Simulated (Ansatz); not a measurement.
Ideal-gas functions of H₄O₂Si₂, SMILES `O[Si]O[SiH3]` at 298.15 K and 1 bar, from an Ansatz frequency run at PBE0-D4/def2-TZVP.

Molar mass 92.2 g/mol, point group Cs (symmetry number 1), electronic degeneracy 1, moments of inertia 25.523, 245.147, 264.744 u Å². Harmonic wavenumbers (cm⁻¹, unscaled): 58, 93, 96, 287, 504, 592, 728, 731, 794, 893, 953, 957, 975, 1060, 2227, 2240, 2241, 3844.

Use S(trans) = R[1.5 ln M + 2.5 ln T − 1.1517]; rotational temperatures θ = 24.2544 K / I; S(rot) = R[ln(√π/σ · √(T³/θAθBθC)) + 1.5]; for each mode x = 1.438777 ν̃/T, S = R[x/(eˣ − 1) − ln(1 − e⁻ˣ)] and H = RT x/(eˣ − 1); 1 cm⁻¹ = 0.0119627 kJ/mol; R = 8.31446 J/(mol·K).

Task: By hand: the entropy, in J/(mol·K).

Result: Translation 165.3. Rotation: θ = 0.9503, 0.0989, 0.0916 K, giving 108.1. Vibration, mode by mode: 18.93, 15.05, 14.79, 6.24, 2.71, 1.94, 1.15, 1.14, 0.89, 0.60, 0.47, 0.47, 0.43, 0.31, 0.00, 0.00, 0.00, 0.00, in all 65.1. Electronic 0.0. Sum 338.5 J/(mol·K).

Task: By hand: H − E and G − E in kJ/mol, counted from the electronic energy.

Result: Zero-point energy ½ × 19273 × 0.0119627 = 115.3; thermal vibration 9.5; translation, rotation and pV give 4 RT = 9.9. H − E = 134.7 kJ/mol, and G − E = 134.7 − 298.15 × 338.5/1000 = 33.8 kJ/mol.

Vibration gives 19 % of the entropy, 48.8 J/(mol·K) of it from the modes under 150 cm⁻¹: soft modes count most, and the harmonic formula is weakest for them. The sum counts one conformer and one mirror image; others add a mixing term.
